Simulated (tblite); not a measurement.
A structure optimised at GFN2-xTB (Å):
```
atom  x, y, z in Å
C1     3.1777    0.4194   -0.4101
C2     1.9992    0.2756   -0.2273
C3     0.6202    0.0720   -0.0424
C4    -0.2345    0.8238    0.6787
C5    -1.5979    0.2226    0.5997
Cl6   -2.7879    1.3745   -0.1011
C7    -1.3997   -0.9657   -0.2884
C8    -0.1157   -1.0454   -0.6425
H9     4.2064    0.5587   -0.5616
H10   -0.0170    1.7175    1.2314
H11   -1.9968   -0.0479    1.5812
H12   -2.2055   -1.6167   -0.5690
H13    0.3472   -1.7878   -1.2664
```

Charge 0, singlet.

**Question.** Which heavy atoms are bonded, and with what formal order?

**Answer.** C1–C2 1.20 Å (triple); C2–C3 1.41 Å (single); C3–C4 1.35 Å (double); C4–C5 1.49 Å (single); C5–Cl6 1.80 Å (single); C5–C7 1.50 Å (single); C7–C8 1.33 Å (double); C3–C8 1.47 Å (single). Bonds to hydrogen (Å): C1–H9 1.05; C4–H10 1.07; C5–H11 1.09; C7–H12 1.07; C8–H13 1.07.

**Question.** Give the structure as a SMILES string.

**Answer.** `C#CC1=C[C@@H](Cl)C=C1`, C7H5Cl. Among its features: alkyne, C=C double bond and C–Cl bond.

**Question.** What is the point group of this geometry?

**Answer.** C1 (no symmetry element, even within 0.4 Å).

**Question.** Which rings does it hold (smallest set)?

**Answer.** C3–C4–C5–C7–C8 (5 members, 0.00 Å rms from planarity).

**Question.** Classify the heavy atoms.

**Answer.** C1: terminal alkyne carbon; C2: alkyne carbon; C3: fully substituted alkene carbon; C4: alkene CH carbon; C5: sp3 C–Cl carbon; Cl6: alkyl chlorine; C7: alkene CH carbon; C8: alkene CH carbon.

**Question.** What is the arrangement about C8?

**Answer.** It has 3 neighbours (C7, C3, H13) and is planar (angles 127.6°, 123.2° and 109.2°, sum 360.0°, 0.00 Å off the plane of its three neighbours).

**Question.** What is the arrangement about C5?

**Answer.** It has 4 neighbours (C4, Cl6, C7, H11) and is distorted tetrahedral (angles from 103.3° to 112.7°).

These are computed values.
